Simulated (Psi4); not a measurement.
Conformational energy of SMILES F/C=C\c1cccs1 (C6H5FS). Scanned: dihedral C2–C3–C4–S8; all other coordinates were relaxed at GFN2-xTB. Points at φ and −φ are mirror images.

Geometry of the scan point at -90° (Å):
```
13

F     -2.2246     1.4566     0.2325
C     -2.4481     0.3371    -0.4696
C     -1.4945    -0.5427    -0.7246
C     -0.1047    -0.3886    -0.2925
C      0.4699    -0.8007     0.8693
C      1.8433    -0.4765     0.9528
C      2.2915     0.1787    -0.1455
S      1.0497     0.4192    -1.3101
H     -3.4802     0.2532    -0.7769
H     -1.7471    -1.4189    -1.3051
H     -0.0715    -1.3176     1.6414
H      2.4620    -0.7222     1.7972
H      3.2780     0.5432    -0.3515
```

Calculation: DF-MP2 (frozen core)/cc-pVTZ // GFN2-xTB (Psi4).

Scanned values (°): -150, -120, -90, -60, -30, 0, 30, 60, 90, 120, 150, 180.

### Question
Describe the profile: where are the wells and the tops?

### Answer
Lower than their neighbours: 0° (0.000 eV), 180° (0.030 eV). Higher than their neighbours: -90° (0.201 eV), 90° (0.201 eV). The whole profile spans 0.201 eV.
